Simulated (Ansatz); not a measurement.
Consider the ligand exchange at the Si–S bond: `C[SiH2]S[SiH2]Cl` + `C[NH][AlH2]` → `C[SiH2][N](C)[AlH2]` + `S[SiH2]Cl`.

Calculated with Ansatz (gas phase, PBE0-D4/def2-TZVP geometries, no zero-point term in ΔE). CBS: MP2 limit from def2 TZ/QZ plus the TZ coupled-cluster correction, frozen cores. One conformer a species, not always the lowest.

```csv
species,MP2/def2-QZVPP energy (Eh)
`C[SiH2]S[SiH2]Cl`,-1477.92648
`C[NH][AlH2]`,-338.31060
`C[SiH2][N](C)[AlH2]`,-667.83226
`S[SiH2]Cl`,-1148.39971
```

(1) Work out ΔE.

Largest T1 diagnostic among the species: 0.012.

Results:

(1) ΔE = (-667.83226) + (-1148.39971) − (-1477.92648) − (-338.31060) = 0.00511 Eh = +3.2 kcal/mol. CCSD(T)/CBS gives +2.9 kcal/mol.
